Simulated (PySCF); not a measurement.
Species: C2H13NOSi3.
Geometry (PBE0-D3(BJ)/def2-SVP, Å), atoms numbered from 1 in this order:
```xyz
20
C2H13NOSi3 angstrom
C     -2.9578    0.5403    0.0849
N     -2.3463   -0.3333   -0.8884
Si    -1.4526   -1.7666   -0.4784
C      0.1159   -1.2560    0.4190
Si     0.8507    0.2859   -0.3486
O      2.3928    0.5393    0.2322
Si     4.0081    0.2923   -0.0060
H     -2.3303    0.5960    0.9891
H     -3.9666    0.2192    0.4108
H     -3.0409    1.5713   -0.2976
H     -2.8108   -0.3271   -1.7895
H     -1.1197   -2.4200   -1.7805
H     -2.2172   -2.7530    0.3600
H      0.8487   -2.0797    0.3598
H     -0.0743   -1.0761    1.4905
H      0.0541    1.4934    0.0056
H      0.9208    0.1341   -1.8356
H      4.4366    0.8356   -1.3317
H      4.3325   -1.1678    0.0352
H      4.7625    0.9865    1.0763
```

Linear response at CAM-B3LYP/def2-SVPD (PySCF, frozen core in the response, non-relativistic).

Static isotropic polarisability: 114.59 au (16.98 Å³), principal values 101.1, 110.2, 132.5 au.

Task: What is the polarisability at 1064 nm and at the sodium D line?

Result: 115.61 au at 1064 nm (+0.9 %), 118.01 au at 589.3 nm (+3.0 %). The rise at 589.3 nm is 3.35 times that at 1064 nm; a pure ω² law gives 3.26. The lowest singlet lies at 207 nm, shorter than both wavelengths.

Task: What is the isotropic C6 coefficient between two such molecules, C6 = (3/π)∫α(iω)² dω?

Result: 4947 au (Eh·bohr⁶) by a ten-point quadrature over imaginary frequencies, which is 2960 eV·Å⁶ or 285 J·nm⁶/mol.

Task: Which effective excitation energy ω̄ makes London's formula C6 = (3/4)α²ω̄ exact here?

Result: ω̄ = 4·C6/(3α²) = 0.502 Eh = 13.7 eV. A one-pole form α(ω) = α/(1 − ω²/ω̄²) fitted to the 1064 nm value gives 12.4 eV.

Task: What does −C6/R⁶ come to at R = 12 Å between centres?

Result: -96 J/mol. This is the leading, orientation-averaged term; C8 and higher terms are left out.

Task: How anisotropic is the static polarisability, by Δα² = ½[(α1 − α2)² + (α2 − α3)² + (α3 − α1)²]?

Result: Δα = 28.0 au, or 0.24 of the isotropic value.

Task: What molar refraction at the D line follows from R = (4π/3)·N_A·α′, with α′ the polarisability volume?

Result: α′ = 17.49 Å³ gives R = 44.11 cm³/mol, for isolated, non-vibrating species.

Task: The lowest 6 singlets have (eV, f): 5.99, 0.002; 6.62, 0.004; 7.19, 0.018; 7.33, 0.020; 7.36, 0.004; 7.46, 0.028. What share of the static polarisability do they carry in the sum over states α = Σ f/ω²?

Result: 1.08 au, 0.9 % of α; the largest term, 0.38 au, is that of the state at 7.46 eV. Their oscillator strengths add up to 0.08. Higher states carry the rest.

Task: What three-body coefficient follows from the one-pole estimate C9 = (3/4)·α·C6?

Result: 425000 au. This is an estimate from the two numbers above, not a computed integral.

Task: What n − 1 at the D line would an ideal gas of it have at 273.15 K and 1 atm (2.6868 × 10¹⁹ cm⁻³), by n − 1 = 2π·N·α′?

Result: 29.52 × 10⁻⁴, a formal value whether or not that pressure can be reached.

Time: 72 s. Hardware: Arm Neoverse V2, one thread (shared host). This is the whole response run at CAM-B3LYP/def2-SVPD, SCF included.

One conformer stands for the species.
